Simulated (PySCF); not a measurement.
Computed shifts of a molecule H₈N₂Si₂, PBE/pcSseg-1 run with PySCF, GIAO, gas phase, atoms alike by connectivity averaged where their shifts nearly agree, in ppm (number of nuclei): ¹⁵N: 34.2 (1), 28.3 (1). ²⁹Si: -31.9 (1), -120.1 (1). ¹H: 5.93 (1), 3.52 (3), 0.78 (1), 0.74 (1), 0.65 (1), 0.48 (1). References: ¹⁵N against NH3 (σ = 267.0 ppm); ²⁹Si against TMS (σ = 335.4 ppm); ¹H against TMS (σ = 31.49 ppm), references at their B3LYP-D3(BJ)/def2-TZVP geometries, non-relativistic. Coordinates come from a ωB97X-D3(BJ)/def2-SVP optimisation. Other conformers were not sampled.

Identify the compound among the candidates.
A. N[SiH2][SiH2]N
B. N[SiH2]N[SiH3]
C. N[SiH](N)[SiH3]

C, N[SiH](N)[SiH3]
